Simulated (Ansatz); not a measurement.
Geometry optimisation, UKS PBE/def2-SVP (Ansatz).

Input:

```yaml
crystal:
  periodic: [false, false, false]
  atoms:
    - { symbol: B, position_ang: [0.0, 0.0, -0.084314] }
    - { symbol: F, position_ang: [0.0, 0.0, 1.239793] }
    - { symbol: F, position_ang: [1.146564, 0.0, -0.743648] }
    - { symbol: F, position_ang: [-1.146563, 0.0, -0.743648] }
    - { symbol: H, position_ang: [0.0, 0.0, 3.371817] }
magnetization:
  spin_polarized: true
  initial_magnetization: 1
basis:
  gaussian: { orbitals: def2-SVP }
hamiltonian:
  xc: pbe
relax:
  f_tol: 0.03
  max_steps: 50
```

Launched with:

```bash
$ ansatz run input.yaml --threads 1 --pin off --max-ram 2048MiB --backend cpu --events-out ev --progress --plain --runs-dir out
```

Problem. Where does it end, and by what steps?

Solution. The run converged. The force dipped under the threshold on the way, but the program's further checks kept it going. After 7 steps the energy has fallen by 0.097 eV; H5 moved furthest, 0.76 Å.

```csv
step,energy less start (eV),largest force component (eV/Å),accepted
0,0.0000,0.359,yes
1,-0.0401,0.225,yes
2,-0.0759,0.134,yes
3,-0.0911,0.222,yes
4,-0.0819,0.878,no
5,-0.0930,0.028,yes
6,-0.0957,0.063,yes
7,-0.0971,0.027,yes
```

```xyz
5
Properties=species:S:1:pos:R:3
B 0.000 0.000 -0.273
F 0.000 0.000 1.051
F 1.146 0.000 -0.935
F -1.146 0.000 -0.935
H 0.000 0.000 4.132
```

Run time: 33 s on 1 thread of Intel(R) Xeon(R) Processor @ 2.50GHz (Skylake/Cascade Lake), with other jobs on the host, peak memory 0.13 GiB.
